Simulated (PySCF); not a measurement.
Atom-mapped SMILES (the numbers label the heavy atoms): `[CH2:1]=[C:2]([F:3])[C@@H:4]([F:5])[C@@H:6]([CH3:7])[CH:8]=[O:9]` (H(Xn): hydrogen on atom n). Ha(C1) is cis to F3; Hb(C1) is trans to F3.

PySCF calculation with PBE0/pcSseg-1 with gauge-including orbitals and coordinates at the GFN2-xTB level; one conformer, one averaged value for each set of equivalent atoms, gas phase, non-relativistic Hamiltonian.

Task: Predict the 2D correlation tables (HSQC, COSY, HMBC).

Result: 

HSQC (one-bond C–H):
| δH | δC |
| --- | --- |
| 9.97 (H(C8)) | 206.7 (C8) |
| 5.20 (Ha(C1)) | 96.7 (C1) |
| 5.13 (H(C4)) | 95.0 (C4) |
| 5.02 (Hb(C1)) | 96.7 (C1) |
| 2.34 (H(C6)) | 52.7 (C6) |
| 1.43 (H(C7)) | 13.8 (C7) |

COSY cross peaks (H two or three bonds apart, from the bond graph; peaks can be absent where the dihedral angle is near 90°):
| δH | δH |
| --- | --- |
| 9.97 (H(C8)) | 2.34 (H(C6)) |
| 5.20 (Ha(C1)) | 5.02 (Hb(C1)) |
| 5.13 (H(C4)) | 2.34 (H(C6)) |
| 2.34 (H(C6)) | 1.43 (H(C7)) |

HMBC (two and three bonds, from the bond graph):
| δH | δC |
| --- | --- |
| 9.97 (H(C8)) | 95.0 (C4), 52.7 (C6), 13.8 (C7) |
| 5.20 (Ha(C1)) | 173.8 (C2), 95.0 (C4) |
| 5.13 (H(C4)) | 206.7 (C8), 173.8 (C2), 96.7 (C1), 52.7 (C6), 13.8 (C7) |
| 5.02 (Hb(C1)) | 173.8 (C2), 95.0 (C4) |
| 2.34 (H(C6)) | 206.7 (C8), 173.8 (C2), 95.0 (C4), 13.8 (C7) |
| 1.43 (H(C7)) | 206.7 (C8), 95.0 (C4), 52.7 (C6) |

References, each an isolated molecule treated in the same way: $^{1}$H (σ = 31.72 ppm), $^{13}$C (σ = 186.93 ppm) against TMS.

Short H···H contacts in this conformer between protons four or more bonds apart (candidates for NOE cross peaks, intensity ∝ r⁻⁶): H(C4)···H(C7) 2.54 Å, H(C7)···H(C8) 2.65 Å.

Shifts are as computed. Against solution values, carbons near 30 ppm lie about +3 ppm off and those near 130 ppm about +5 ppm. Of 1211 compounds with measured shifts, 218 miss one by over three times the rms of a fit or turn the order of signals round; such compounds aren't used in these exercises.
